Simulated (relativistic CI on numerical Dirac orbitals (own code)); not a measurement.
# Cu4+ (3d7) in a crystal field

Calculated by Dirac-Coulomb-Breit CI, KLI orbitals optimised for each configuration, QED by a radiative potential, valence Slater integrals scaled by 0.85, one configuration in a parametric crystal field (own radial code).

Field parameters in Wybourne normalisation: Oh B⁴₀ = 21Dq, B⁴₄ = √(5/14) B⁴₀. The field is a parameter set, without covalency.

S and J are read from ⟨S²⟩ = S(S + 1) and ⟨J²⟩ = J(J + 1) of each level; they are not fictitious spins.

Oh, 10Dq = 5000 cm⁻¹, the lowest 10 levels:

```csv
E (cm⁻¹),Degeneracy,Irrep,S,J
0.0,2,Γ6,1.50,4.40
582,4,Γ8,1.50,4.14
1568,4,Γ8,1.50,3.61
2011,2,Γ7,1.50,3.02
5328,2,Γ6,1.50,3.60
5435,4,Γ8,1.50,3.56
5729,4,Γ8,1.50,2.93
5997,2,Γ7,1.50,3.04
10785,4,Γ8,1.50,2.99
20129,4,Γ8,0.51,4.25
```

Principal g values of the ground doublet: 4.73, 4.73, 4.73.

Oh, 10Dq = 9000 cm⁻¹, the lowest 16 levels:

```tsv
E (cm⁻¹)	Degeneracy	Irrep	S	J
0.0	2	Γ6	1.50	4.35
641	4	Γ8	1.50	4.00
1691	4	Γ8	1.50	3.30
1983	2	Γ7	1.50	2.96
8765	2	Γ6	1.50	3.63
8887	4	Γ8	1.50	3.48
9013	4	Γ8	1.49	3.30
9419	2	Γ7	1.50	3.11
16719	4	Γ8	0.51	4.14
18088	4	Γ8	1.49	3.21
22921	4	Γ8	0.51	4.55
24031	4	Γ8	0.51	3.92
24068	2	Γ6	0.50	4.52
24344	2	Γ7	0.52	3.56
27307	4	Γ8	1.28	1.92
27503	2	Γ7	1.49	2.53
```

Principal g values of the ground doublet: 4.57, 4.57, 4.57.

Oh, 10Dq = 13000 cm⁻¹, the lowest 16 levels:

```csv
E (cm⁻¹),Degeneracy,Irrep,S,J
0.0,2,Γ6,1.50,4.32
649,4,Γ8,1.50,3.93
1683,4,Γ8,1.49,3.16
1943,2,Γ7,1.50,2.93
12340,2,Γ6,1.50,3.65
12429,4,Γ8,1.49,3.49
12515,4,Γ8,1.43,3.44
12984,2,Γ7,1.50,3.13
12995,4,Γ8,0.62,4.06
22931,4,Γ8,0.52,4.56
23933,2,Γ6,0.51,4.61
24070,4,Γ8,0.54,3.90
24418,2,Γ7,0.51,3.61
25656,4,Γ8,1.48,3.33
29257,4,Γ8,0.90,2.58
30422,2,Γ6,0.83,2.24
```

Principal g values of the ground doublet: 4.48, 4.48, 4.48.

The free-ion ground term has S = 3/2. Every field shown keeps that spin.

Levels of this model without a field, named by their leading LS term: ⁴F9/2 0, ⁴F7/2 1584, ⁴F5/2 2708, ⁴F3/2 3464, ²G9/2 21326, ⁴P5/2 21361, ⁴P3/2 21691, ⁴P1/2 22479 cm⁻¹.
